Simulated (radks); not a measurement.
The numbers below are computed, except where a source is named.
Initial-state core-level shifts of the iron ion Fe3+ when its valence configuration changes from [Ar] 3d5. Code: a radial shooting solver on a logarithmic mesh with Libxc functionals. Model: non-relativistic Kohn-Sham, PBEsol, spin-unpolarised, spherical densities, point nucleus. Shifts are changes of the shell-averaged eigenvalues in eV (positive: less bound); the change of the density at the nucleus, which sets a Mossbauer isomer shift, is in e/bohr^3, on a base of 1.189e+04.

| valence | 1s | 2s | 2p | 3s | density at nucleus |
|---|---|---|---|---|---|
| 3d4.5 4s0.5 | -4.556 | -5.123 | -5.076 | -4.133 | +6.125 |
| 3d4.5 4p0.5 | -5.129 | -5.690 | -5.639 | -4.715 | +1.250 |
| 3d4 4s1 | -9.378 | -10.555 | -10.459 | -8.414 | +12.854 |
| 3d4 4p1 | -10.495 | -11.666 | -11.562 | -9.548 | +2.655 |
| 3d3 4p2 | -21.884 | -24.420 | -24.205 | -19.474 | +5.915 |
| 3d2.5 4p2.5 | -27.898 | -31.184 | -30.912 | -24.545 | +7.759 |
| 3d0.5 4p4.5 | -54.015 | -60.685 | -60.200 | -45.393 | +16.461 |
